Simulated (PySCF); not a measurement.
**Worked example: chemical shift, span and skew from a shielding tensor**

Si(NH2)(SH) (H3NSSi), SMILES [Si](S)N (connectivity only; charge and spin as stated), neutral, multiplicity 1. Atoms are numbered in the order given.

```xyz
6

Si    -0.7483    -0.5819     0.0000
N      0.6388    -1.5851     0.0000
H      0.5370    -2.5890     0.0000
H      1.6099    -1.3047     0.0000
S      0.2936     1.3186     0.0000
H     -0.8390     2.0389     0.0000
```
Charge 0, spin multiplicity 1.

The structure is a stationary point at r2SCAN-D4/def2-TZVP. The values are those of a single conformer.

GIAO shieldings from KT2/pcSseg-2 (PySCF), non-relativistic, no solvent. The symmetric part of the tensor of Si1 has the principal values -153.2, 258.7, 339.5 ppm. The same nucleus in TMS has σ = 351.7 ppm at this level (PySCF, at its B3LYP-D3(BJ)/def2-TZVP geometry).

Work out the isotropic shielding, the ²⁹Si shift against TMS, the span and the skew.


σ(iso) = (σ11 + σ22 + σ33)/3 = 148.3 ppm. δ = σ(ref) − σ(iso) = 351.7 − (148.3) = 203.4 ppm.
Span Ω = σ33 − σ11 = 492.7 ppm. Skew κ = 3(σ(iso) − σ22)/Ω = -0.67. Tumbling in solution averages the tensor to δ; in a static solid the shielding alone would spread this spin-1/2 line over Ω.
